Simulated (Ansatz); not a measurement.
One change: `I[SiH]1CO1` becomes `O[SiH2][SiH]1CO1`.

Ansatz, PBE0-D4/def2-TZVP geometries, multiplicity 1. Each molecule was computed in one conformer, which needn't be the lowest.

Elements past krypton have def2 core potentials.  Spin–orbit coupling is left out; it splits and shifts lone-pair levels of the heavy atoms by tenths of an eV.

| property | `I[SiH]1CO1` |
| --- | --- |
| size of the dipole moment (ωB97M-V/def2-TZVPP) / D | 1.68 |
| size of the dipole moment (B3LYP/def2-TZVPP) / D | 1.65 |
| LUMO energy (PBE/def2-TZVPP) / eV | -1.64 |
| HOMO–LUMO gap (B3LYP/def2-TZVPP) / eV | 6.35 |
| HOMO energy (PBE0/def2-TZVPP) / eV | -7.60 |
| LUMO energy (B3LYP/def2-TZVPP) / eV | -1.03 |

What does the change do to each property? (Best estimate.)

The calculation gave: 
| property | `O[SiH2][SiH]1CO1` | shift |
| --- | --- | --- |
| size of the dipole moment (ωB97M-V/def2-TZVPP) / D | 1.69 | 0.01 |
| size of the dipole moment (B3LYP/def2-TZVPP) / D | 1.67 | 0.02 |
| LUMO energy (PBE/def2-TZVPP) / eV | -1.97 | -0.33 |
| HOMO–LUMO gap (B3LYP/def2-TZVPP) / eV | 6.07 | -0.28 |
| HOMO energy (PBE0/def2-TZVPP) / eV | -7.64 | -0.04 |
| LUMO energy (B3LYP/def2-TZVPP) / eV | -1.35 | -0.32 |

Dipoles are sizes alone; their direction can turn.

B3LYP here is the variant with VWN-RPA as its local correlation; programs differ in this.
